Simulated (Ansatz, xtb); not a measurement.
H5InN2: where a starting geometry ends

The starting geometry of this gas-phase singlet has its atoms placed at random.

```xyz
8

In    0.7953    0.3273   -0.1024
N    -1.9516    0.9397   -0.5799
N     0.0357    2.3088    0.3496
H    -1.2390    1.2336    0.7173
H    -0.2815   -1.1154   -0.4166
H     0.3065   -1.3695   -1.7143
H     0.5046   -0.8772    1.9227
H    -0.9847   -1.2751    0.4975
```

Question: One run relaxed it with r2SCAN-D4/def2-SVP. What is a likely outcome?

Answer: It falls apart into H3InN2 + H2. Contacts that open: In1–H5 (1.83 → 4.58 Å). Contacts that close: In1–N2 (2.85 → 2.32 Å), In1–H6 (2.39 → 1.70 Å), In1–H7 (2.37 → 1.70 Å), N2–N3 (2.59 → 1.24 Å), N2–H4 (1.51 → 1.05 Å), H5–H8 (1.16 → 0.76 Å).

The energy falls by 13.50 eV over 53 steps:

```tsv
step	E − E(last) (eV)
1	13.502
7	1.275
13	0.050
18	0.017
24	0.014
30	0.011
36	0.004
41	0.001
47	0.000
53	0.000
```

Final geometry (Å):

```tsv
atom	x (Å)	y (Å)	z (Å)
In	1.3259	0.3861	-0.0468
N	-0.9302	0.9054	0.1656
N	-0.2756	1.9528	0.1418
H	-1.9714	1.0352	0.2599
H	-2.4171	-2.2358	0.1811
H	1.5168	-0.0243	-1.6898
H	1.7949	-0.1243	1.5101
H	-1.8580	-1.7228	0.1520
```

From the same start GFN2-xTB ends elsewhere, in pieces: HInN2 + H2 + H2.

From so rough a start the end depends on the optimiser's path, so another program may land elsewhere. No frequencies were run, so the end isn't proven a minimum. Atoms past krypton carry core potentials, without spin–orbit terms. Run with Ansatz 0.2.0, 4.7 min on 1 thread of Intel(R) Xeon(R) Processor @ 2.50GHz (Skylake/Cascade Lake), with other jobs on the host.
